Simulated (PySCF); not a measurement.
CH₅NO₂Si₂, SMILES O[Si@@H](OC#N)[SiH3]. Atoms are numbered in the order given.

```xyz
11

N      2.2432    -0.8269     1.5317
C      1.8322    -0.3098     0.5749
O      1.3802     0.2541    -0.4781
Si    -0.2944     0.6419    -0.7120
O     -0.6783     1.9872     0.1627
Si    -1.5421    -1.2384    -0.0625
H     -0.3237     1.0278    -2.1382
H     -0.8381     1.8927     1.1071
H     -0.9692    -2.4720    -0.6754
H     -2.9488    -1.0416    -0.5256
H     -1.5190    -1.3388     1.4274
```

The structure is a stationary point at PBE0-D3(BJ)/def2-SVP. The structure was generated by enumeration; whether it is a known compound was not checked. Other conformers were not sampled.

The numbers are results of B3LYP/def2-TZVP run with PySCF, not measurements.

Atomic charges (e):

| atom | IAO | Mulliken |
|---|---|---|
| N1 | -0.35 | -0.11 |
| C2 | 0.32 | 0.05 |
| O3 | -0.52 | -0.29 |
| Si4 | 1.09 | 0.53 |
| O5 | -0.78 | -0.49 |
| Si6 | 0.28 | 0.07 |
| H7 | -0.13 | -0.03 |
| H8 | 0.38 | 0.33 |
| H9 | -0.09 | -0.02 |
| H10 | -0.10 | -0.03 |
| H11 | -0.09 | -0.02 |

**Question.** Give the Mayer and Wiberg (Löwdin basis) orders of the bonds. (Estimate from the structure and the level; the computed values follow.)

**Answer.** 
```
bond     Mayer  Wiberg
-------  -----  ------
N1–C2     2.96    3.33
C2–O3     1.21    1.90
O3–Si4    0.89    1.23
Si4–O5    1.23    1.72
Si4–Si6   0.93    1.09
Si4–H7    0.94    0.91
O5–H8     0.87    1.01
Si6–H9    0.94    0.96
Si6–H10   0.94    0.96
Si6–H11   0.94    0.95
```
